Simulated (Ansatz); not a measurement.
One change: `[SiH3][SiH2]CC=S` becomes `CNCC=S`.

Ansatz, PBE0-D4/def2-TZVP geometries, multiplicity 1. Each molecule was computed in one conformer, which needn't be the lowest.

```tsv
property	`[SiH3][SiH2]CC=S`
LUMO energy (ωB97M-V/def2-TZVPP) / eV	-0.11
HOMO energy (PBE0/def2-TZVPP) / eV	-6.51
LUMO energy (B3LYP/def2-TZVPP) / eV	-2.38
size of the dipole moment (PBE/def2-TZVPP) / D	2.30
HOMO energy (PBE/def2-TZVPP) / eV	-5.30
LUMO energy (PBE/def2-TZVPP) / eV	-3.10
```

Question: What does the change do to each property? (Best estimate.)

Answer: Ansatz gave: 
```csv
property,`CNCC=S`,shift
LUMO energy (ωB97M-V/def2-TZVPP) / eV,0.04,0.15
HOMO energy (PBE0/def2-TZVPP) / eV,-6.44,0.07
LUMO energy (B3LYP/def2-TZVPP) / eV,-2.34,0.04
size of the dipole moment (PBE/def2-TZVPP) / D,2.74,0.44
HOMO energy (PBE/def2-TZVPP) / eV,-5.20,0.10
LUMO energy (PBE/def2-TZVPP) / eV,-3.09,0.01
```

Dipoles are sizes alone; their direction can turn.

B3LYP here is the variant with VWN-RPA as its local correlation; programs differ in this.
